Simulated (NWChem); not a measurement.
Species: C$_{2}$H$_{6}$Si, singlet; SMILES C[Si]C

Results from NWChem. Low-valent species are run as closed-shell singlets; no triplet was tried in these runs. Each level has its own optimisation; frequencies are unscaled.

```
level                r C–Si (Å)  highest harmonic frequency (cm⁻¹)  lowest (cm⁻¹)  zero-point energy (kcal/mol)  dipole (D)
-------------------  ----------  ---------------------------------  -------------  ----------------------------  ----------
B3LYP/3-21G               1.956                               3131             80                          45.5        1.38
Hartree-Fock/STO-3G       1.894                               3733             44                          55.2        0.20
PBE0/def2-SVP             1.907                         (withheld)     (withheld)                    (withheld)  (withheld)
```

**Question.** Some entries are withheld; supply them.

**Answer.** 
- PBE0/def2-SVP, highest harmonic frequency (cm⁻¹): 3163
- PBE0/def2-SVP, lowest (cm⁻¹): 111
- PBE0/def2-SVP, zero-point energy (kcal/mol): 44.5
- PBE0/def2-SVP, dipole (D): 1.44
